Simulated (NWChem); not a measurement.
# C3H5NO2; SMILES O=C/N=C/CO

```xyz
11

O      0.8723    -2.3195     0.4243
C     -0.2515    -1.9479     0.1643
N     -0.5840    -0.6726    -0.3219
C     -0.1860     0.3619     0.3067
C     -0.4349     1.7545    -0.2133
O      0.6941     2.5898    -0.0105
H     -1.1305    -2.6161     0.2156
H      0.3629     0.2983     1.2567
H     -0.7525     1.7018    -1.2639
H     -1.2499     2.2124     0.3614
H      1.4108     2.2670    -0.5793
```
Atoms are numbered in this order, from 1.

Level: B3LYP/6-31G* (spherical d) (NWChem), optimised geometry, unscaled harmonic frequencies. 

Task: List the harmonic frequencies with IR intensities, and the thermochemistry.

Result: 
```csv
frequency (cm⁻¹),IR intensity (km/mol)
67,6.4
114,12.6
139,1.4
265,7.8
377,147.1
414,4.1
463,22.4
712,18.5
868,46.0
1020,42.2
1052,10.7
1070,48.9
1096,102.8
1126,28.6
1220,29.5
1351,6.7
1400,2.4
1416,60.6
1431,27.1
1511,4.2
1746,250.9
1800,161.2
3007,101.3
3040,25.2
3068,16.6
3090,26.3
3735,21.0
```

```yaml
zero_point_energy: 52.3 kcal/mol
thermal correction to the enthalpy at 298.15 K (with zero-point energy): 57.1 kcal/mol
heat capacity Cv: 21.4 cal/(mol K)
entropy at 298.15 K and 1 atm (symmetry number 1): 81.6 cal/(mol K)
dipole_moment: 1.78 D
```

Rigid rotor and harmonic oscillator; modes under 100 cm⁻¹ make the entropy uncertain.
